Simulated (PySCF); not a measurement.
## Excited states of Se(6+) (selenium, charge +6)

Ground state [Ar] 3d10, ¹S. Computed with PySCF 2.14 in def2-TZVPPD with one added diffuse shell each of s, p, d type (8s7p6d1f, 66 functions), with no relativity, point nucleus. Vertical excitation energies in eV without spin-orbit coupling; excited terms of each kind are numbered among those the solver found.

```csv
term,leading excitation,TDA-wB97X
1 3D,3d → s,55.458
1 1D,3d → s,55.958
1 3P°,3d → p,69.413
1 3F°,3d → p,69.581
1 1F°,3d → p,69.813
1 1D°,3d → p,70.302
1 3D°,3d → p,70.302
1 1P°,3d → p,71.017
1 3S,3d → d,90.711
1 3G,3d → d,91.338
1 1G,3d → d,91.508
```

Q: What does TD-wB97X give for these terms?

A: 1 3D 55.447; 1 1D 55.957; 1 3P° 69.399; 1 3F° 69.573; 1 1F° 69.810; 1 1D° 70.302; 1 3D° 70.302; 1 1P° 70.993; 1 3S 90.679; 1 3G 91.332; 1 1G 91.503 (eV).

Where a singlet and its triplet coincide, the exchange integral that splits them vanishes by symmetry for a single excitation; correlation beyond this level separates them.

Oscillator strength of the first ¹S → ¹P° line: TDA-wB97X 0.543, TD-wB97X 0.528.

The solver can miss terms.
